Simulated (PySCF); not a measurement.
Molfile (atoms numbered from 1):
```
C2H7F2NSi
     RDKit          3D

 13 12  0  0  0  0  0  0  0  0999 V2000
    1.7954   -0.0541    0.3887 N   0  0  0  0  0  0  0  0  0  0  0  0
    0.0951   -0.3285    0.5721 Si  0  0  0  0  0  4  0  0  0  0  0  0
   -0.6825    1.3916    0.7274 C   0  0  0  0  0  0  0  0  0  0  0  0
   -0.0896    2.0602    1.7882 F   0  0  0  0  0  0  0  0  0  0  0  0
   -0.5991   -1.1676   -0.9808 C   0  0  0  0  0  0  0  0  0  0  0  0
   -1.9651   -1.3333   -0.8228 F   0  0  0  0  0  0  0  0  0  0  0  0
    2.1553    0.7750    0.8530 H   0  0  0  0  0  0  0  0  0  0  0  0
    2.4516   -0.8199    0.4984 H   0  0  0  0  0  0  0  0  0  0  0  0
   -0.3059   -1.1523    1.7570 H   0  0  0  0  0  0  0  0  0  0  0  0
   -1.7717    1.3340    0.8954 H   0  0  0  0  0  0  0  0  0  0  0  0
   -0.5214    1.9796   -0.1944 H   0  0  0  0  0  0  0  0  0  0  0  0
   -0.4104   -0.5481   -1.8764 H   0  0  0  0  0  0  0  0  0  0  0  0
   -0.1353   -2.1528   -1.1692 H   0  0  0  0  0  0  0  0  0  0  0  0
  1  2  1  0
  2  3  1  0
  3  4  1  0
  2  5  1  0
  5  6  1  0
  1  7  1  0
  1  8  1  0
  2  9  1  0
  3 10  1  0
  3 11  1  0
  5 12  1  0
  5 13  1  0
M  END
```

Geometry: PBE0-D3(BJ)/def2-SVP; GIAO absolute shieldings from PySCF 2.14, gas phase, non-relativistic, averaged over equivalent atoms.

At CAM-B3LYP/pcSseg-1 (144 basis functions, 25 s wall time on 1 thread of an Intel Xeon Platinum 8259CL, shared host):
| atoms | σ (ppm) |
| --- | --- |
| N1 | 261.4 |
| Si2 | 366.6 |
| C3/C5 | 104.4 |
| F4/F6 | 487.2 |
| H9 | 26.40 |
| H11/H13 | 26.74 |
| H10/H12 | 26.75 |
| H7/H8 | 31.07 |

Q: Predict the values at OPBE/pcSseg-1 on the same geometry.

A: 
```csv
atoms,σ at OPBE/pcSseg-1,change
N1,259.7,-1.7
Si2,382.8,+16.2
C3/C5,109.6,+5.2
F4/F6,465.9,-21.3
H9,26.08,-0.32
H11/H13,26.57,-0.17
H10/H12,26.59,-0.16
H7/H8,31.12,+0.05
```

The largest change is at F4/F6 (fluorine on an sp3 carbon). Cost: 144 basis functions, 27 s wall time on 1 thread of an Intel Xeon Platinum 8259CL, shared host.
